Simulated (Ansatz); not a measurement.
## Molecular dynamics of Zn12F

Input:

```yaml
accuracy: low
crystal:
  lattice:
    - [5.32, 0.0, 0.0]
    - [-3.99, 6.910883, 0.0]
    - [0.0, 0.0, 4.93696]
  atoms:
    - { symbol: Zn, position: [0.01101356, 0.00226226, 0.04328111] }
    - { symbol: Zn, position: [0.126374, 0.18962379, 0.56594617] }
    - { symbol: Zn, position: [-0.02764288, 0.3178083, -0.02708832] }
    - { symbol: Zn, position: [0.14794466, 0.56218171, 0.57691574] }
    - { symbol: Zn, position: [0.00772084, 0.66887869, 0.04693741] }
    - { symbol: Zn, position: [0.16763822, 0.89098859, 0.52467978] }
    - { symbol: Zn, position: [0.49960001, -0.00179394, -0.02842933] }
    - { symbol: Zn, position: [0.65936447, 0.22039985, 0.45095054] }
    - { symbol: Zn, position: [0.51908604, 0.32590628, -0.07970441] }
    - { symbol: Zn, position: [0.69526533, 0.57309452, 0.53008175] }
    - { symbol: Zn, position: [0.53742036, 0.69821065, -0.06353061] }
    - { symbol: Zn, position: [0.65491059, 0.88606127, 0.45644335] }
    - { symbol: F, position: [0.3359145, 0.44259594, 0.24958281] }
basis:
  ecutwfc: 420.0
kpoints:
  mp_grid: { grid: [2, 2, 2] }
hamiltonian:
  xc: pbe
scf:
  occupations: { method: fermi_dirac, width: 0.1 }
  lower_state_search: "off"
md:
  timestep: 2
  n_steps: 300
  ensemble: nve
  temperature: 2400.0
  initial_velocities: maxwell_boltzmann
  seed: 845878
```

Command:

```bash
$ ansatz run input.yaml --threads 1 --pin off --max-ram 3072MiB --backend cpu --events-out ev --progress --plain --runs-dir out
```

It starts from a relaxed structure.

Output, in part (step lines):

```
md step     0: t =     0.00 fs  T =  2400.0 K  F+E_penalty+E_count = -40635.75066837 eV  E_kin = 3.722688 eV  conserved = -40632.02798040 eV  (12 SCF iters)
md step     1: t =     2.00 fs  T =  2392.7 K  F+E_penalty+E_count = -40635.73933033 eV  E_kin = 3.711330 eV  conserved = -40632.02800012 eV  (10 SCF iters)
md step     2: t =     4.00 fs  T =  2372.3 K  F+E_penalty+E_count = -40635.70780292 eV  E_kin = 3.679796 eV  conserved = -40632.02800674 eV  (10 SCF iters)
md step     3: t =     6.00 fs  T =  2339.1 K  F+E_penalty+E_count = -40635.65615669 eV  E_kin = 3.628158 eV  conserved = -40632.02799838 eV  (10 SCF iters)
md step     4: t =     8.00 fs  T =  2293.0 K  F+E_penalty+E_count = -40635.58474349 eV  E_kin = 3.556771 eV  conserved = -40632.02797250 eV  (10 SCF iters)
md step     5: t =    10.00 fs  T =  2234.7 K  F+E_penalty+E_count = -40635.49423523 eV  E_kin = 3.466309 eV  conserved = -40632.02792672 eV  (7 SCF iters)
md step     6: t =    12.00 fs  T =  2164.8 K  F+E_penalty+E_count = -40635.38567217 eV  E_kin = 3.357814 eV  conserved = -40632.02785834 eV  (4 SCF iters)
md step     7: t =    14.00 fs  T =  2084.1 K  F+E_penalty+E_count = -40635.26051300 eV  E_kin = 3.232752 eV  conserved = -40632.02776096 eV  (4 SCF iters)
[... lines left out ...]
md step   299: t =   598.00 fs  T =   998.5 K  F+E_penalty+E_count = -40633.57541634 eV  E_kin = 1.548852 eV  conserved = -40632.02656410 eV  (5 SCF iters)
md step   300: t =   600.00 fs  T =   969.7 K  F+E_penalty+E_count = -40633.53066201 eV  E_kin = 1.504141 eV  conserved = -40632.02652099 eV  (10 SCF iters)
```

The steps, from the saved trajectory:

```csv
time (fs),T (K),potential energy less start (eV),conserved less start (meV/atom)
0.0,2400,0.000,0.00
20.0,1792,0.944,0.05
40.0,939,2.268,0.18
60.0,1055,2.087,0.05
80.0,1140,1.956,0.09
100.0,1168,1.912,0.07
120.0,1177,1.899,0.09
140.0,1240,1.800,0.04
160.0,1030,2.127,0.13
180.0,1120,1.987,0.05
200.0,1021,2.141,0.12
220.0,1173,1.905,0.08
240.0,1336,1.650,0.02
260.0,1121,1.985,0.10
280.0,1132,1.968,0.11
300.0,1399,1.554,0.03
320.0,1204,1.857,0.08
340.0,1085,2.040,0.11
360.0,1194,1.872,0.04
380.0,1079,2.051,0.11
400.0,1258,1.771,0.04
420.0,1158,1.927,0.06
440.0,1151,1.938,0.02
460.0,1053,2.090,0.09
480.0,1122,1.983,0.08
500.0,1256,1.776,0.04
520.0,1159,1.927,0.11
540.0,1205,1.855,0.07
560.0,1231,1.814,0.10
580.0,1327,1.664,0.02
600.0,970,2.220,0.11
```

All steps were run. The conserved energy stayed within 0.19 meV per atom of its start (net change 0.11 meV per atom), so the integration is sound. Over the second half the temperature averaged 0.49 of the 2400 K drawn at the start: a run that starts near a minimum puts about half its kinetic energy into the potential. A run of 0.6 ps of so small a system gives no equilibrium averages. Limits of this set-up: coarse k mesh, odd electron count without spin, low accuracy level.

Mean squared displacements from the first frame to the last, about the centre of mass: Zn 0.88 Å², F 0.61 Å².

Last frame:

```xyz
13
Lattice="5.3200 0.0000 0.0000 -3.9900 6.9109 0.0000 0.0000 0.0000 4.9370" Properties=species:S:1:pos:R:3
Zn -0.212 -0.075 0.134
Zn 1.111 1.266 2.665
Zn -2.075 2.247 -1.355
Zn -0.609 4.447 3.783
Zn -3.325 4.875 -0.094
Zn -2.311 5.695 2.221
Zn 2.326 -0.115 -0.133
Zn 3.046 1.691 1.245
Zn 1.088 2.234 -0.106
Zn 1.262 3.668 2.667
Zn -0.437 4.641 1.039
Zn 0.267 6.414 2.603
F -0.462 2.619 1.661
```

Run time: 8.4 min on 1 thread of AMD EPYC 9R45 96-Core Processor (Zen 5), on a shared host, peak memory 0.68 GiB.
